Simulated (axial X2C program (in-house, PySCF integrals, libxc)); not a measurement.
# Spin–orbit effects down a group: molecules with Na, PBE0

Calculated with an in-house relativistic program for diatomic molecules, spin-free (one-electron X2C) or two-component (2c: spin–orbit coupling with atomic mean-field Coulomb and Gaunt terms, which also bring small scalar terms), in Dyall basis sets with cores contracted in-house; open shells are unrestricted.

Basis sets: Al dyall-v3z, B dyall-v3z, Ga dyall-cv3z, In dyall-cv3z, Na dyall-cv3z, Tl dyall-cv3z.

| molecule | spin-free state | Re (Å) | ωe (cm⁻¹) | De (eV) | 2c state | Re 2c (Å) | ωe 2c (cm⁻¹) | De 2c (eV) |
| --- | --- | --- | --- | --- | --- | --- | --- | --- |
| NaB | M_S = 1, Λ = 1 | 2.483 | 334.6 | 0.89 | Ω = 2 | 2.483 | 334.5 | 0.89 |
| NaAl | M_S = 0, Λ = 0 | 3.143 | 190.5 | 0.70 | Ω = 0 | 3.144 | 190.5 | 0.70 |
| NaGa | ? | ? | ? | ? | ? | ? | ? | ? |
| NaIn | M_S = 0, Λ = 0 | 3.241 | 145.7 | 0.74 | Ω = 0 | 3.233 | 144.4 | n/a |
| NaTl | M_S = 0, Λ = 0 | 3.255 | 136.6 | 0.74 | Ω = 0 | 3.157 | 133.9 | 0.52 |

Question: Estimate the 2c Re and ωe of NaGa as the mean of its neighbours in the table.

Answer: Re ≈ 3.189 Å, ωe ≈ 167.4 cm⁻¹. The PBE0 runs give the row below, so the estimate misses by 0.077 Å and 9.5 cm⁻¹.

| molecule | spin-free state | Re (Å) | ωe (cm⁻¹) | De (eV) | 2c state | Re 2c (Å) | ωe 2c (cm⁻¹) | De 2c (eV) |
| --- | --- | --- | --- | --- | --- | --- | --- | --- |
| NaGa | M_S = 0, Λ = 0 | 3.113 | 158.2 | 0.69 | Ω = 0 | 3.112 | 157.9 | n/a |

Each entry is the lowest single determinant of a limited PBE0 search at one distance. De goes to single-determinant-based atoms at the same level (for ions the charge split of lowest energy) and is withheld (n/a) where an atom does not fit its ground term or J level. Main or longest-lived isotopes. One determinant is a doubtful description, or other states lie close, for NaB, NaAl, NaGa, NaIn, NaTl; these need not be ground states, and all values refer to the states named. Some open-shell Ω = 0 determinants are out of reach, so the Ω given for NaB need not be the lowest component. With several unpaired electrons the Ω given is that of one determinant, not necessarily of the lowest component. Some light 2c atoms are not at their ground J level, so De misses part of their lowering (0.04 eV or less). The functionals have no current term, which raises determinants with orbital currents. Where the atoms have a lower orbital projection than the molecule, De at mean-field level may be about a tenth of an eV too small.
